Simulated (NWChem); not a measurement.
# Correlation energy of Tl

```
Tl
```
Charge 0, spin multiplicity 2.

All runs are NWChem calculations.

Basis set: def2-TZVP. Each correlation energy counts from its own Hartree-Fock reference.

Effective core potentials replace the inner electrons of Tl; spin-orbit coupling is left out. The correlated methods keep 4 core orbitals frozen. The stability of the SCF solutions was not checked. Open-shell Hartree-Fock references start from PBE0 orbitals. No row is a measurement; the coupled-cluster row has its own basis-set and correlation limits.

### Question
For the correlation energy, SCS-UMP2 gives -307.2 mHa and CCSD(T) on ROHF gives -330.2 mHa. What do CCSD(T) on UHF, CCSD[T] on ROHF, CCSD on ROHF give?

### Answer
CCSD(T) on UHF: -327.6 mHa; CCSD[T] on ROHF: -330.6 mHa; CCSD on ROHF: -323.7 mHa.
